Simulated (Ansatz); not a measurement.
Start from `[OH][GaH][SH]` and change one atom or group to get `[OH][Ga]([SH])[SiH2]F`.

Ansatz, PBE0-D4/def2-TZVP geometries, multiplicity 1. Each molecule was computed in one conformer, which needn't be the lowest.

Scalar relativity is left out up to krypton.

| property | `[OH][GaH][SH]` |
| --- | --- |
| HOMO–LUMO gap (PBE0/def2-TZVPP) / eV | 6.80 |
| zero-point energy (PBE0-D4/def2-TZVP) / kJ/mol | 78.5 |
| LUMO energy (PBE/def2-TZVPP) / eV | -1.63 |
| LUMO energy (ωB97M-V/def2-TZVPP) / eV | 0.84 |
| HOMO–LUMO gap (ωB97M-V/def2-TZVPP) / eV | 10.69 |
| ideal-gas entropy at 298 K and 1 bar (rigid rotor, harmonic PBE0-D4/def2-TZVP) / J/(mol·K) | 309 |

(1) What does the change do to each property? (An estimate is asked.)

Results:

(1) Ansatz gave: 
```
                                                                                  property  `[OH][Ga]([SH])[SiH2]F`  shift
                                                      HOMO–LUMO gap (PBE0/def2-TZVPP) / eV                     6.30  -0.50
                                            zero-point energy (PBE0-D4/def2-TZVP) / kJ/mol                    113.4   34.9
                                                         LUMO energy (PBE/def2-TZVPP) / eV                    -2.24  -0.61
                                                     LUMO energy (ωB97M-V/def2-TZVPP) / eV                     0.24  -0.60
                                                   HOMO–LUMO gap (ωB97M-V/def2-TZVPP) / eV                    10.24  -0.45
ideal-gas entropy at 298 K and 1 bar (rigid rotor, harmonic PBE0-D4/def2-TZVP) / J/(mol·K)                      406     97
```

With PBE0 the HOMO falls by 0.15 eV and the LUMO falls by 0.64 eV, so the gap narrows by about 0.49 eV. PBE moves the HOMO by -0.12 eV and ωB97M-V by -0.15 eV. The zero-point energy changes by 34.9 kJ/mol with +9 modes. Modes under 60 cm⁻¹, often nearly free rotors, make the harmonic entropy too high.
